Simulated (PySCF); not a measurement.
## Nb: excitation energy

Nb [Kr] 4d4 5s1 (6D) → Nb [Kr] 4d4 5p1 (high-spin determinant), as a difference of total energies. Calculation: PySCF 2.14, in aug-cc-pVTZ-PP with one added diffuse shell each of s, p, d, f, g type with ECP28MDF (7s7p6d4f3g, 113 functions); a scalar-relativistic core potential. Correlated levels: valence: 4s2 4p6 frozen. The calculations carry no spin-orbit coupling.

```json
{"method": "UHF", "excitation energy (eV)": "2.676"}
{"method": "LDA", "excitation energy (eV)": "3.140"}
{"method": "PBE", "excitation energy (eV)": "3.020"}
{"method": "PBE0", "excitation energy (eV)": "2.951"}
{"method": "r2SCAN", "excitation energy (eV)": "3.172"}
{"method": "MN15", "excitation energy (eV)": "3.042"}
{"method": "r2SCANh", "excitation energy (eV)": "3.138"}
{"method": "wB97X-V", "excitation energy (eV)": "2.842"}
{"method": "MP2 (valence)", "excitation energy (eV)": "2.884"}
{"method": "SCS-MP2 (valence)", "excitation energy (eV)": "2.745"}
```

**Question.** How much does correlation contribute at MP2 (valence)?

**Answer.** 2.884 − (2.676) = 0.208 eV, measured against UHF.

The determinant of the upper state mixes LS terms, which raises its energy above the lowest term, most at the Hartree-Fock and MP2 levels.
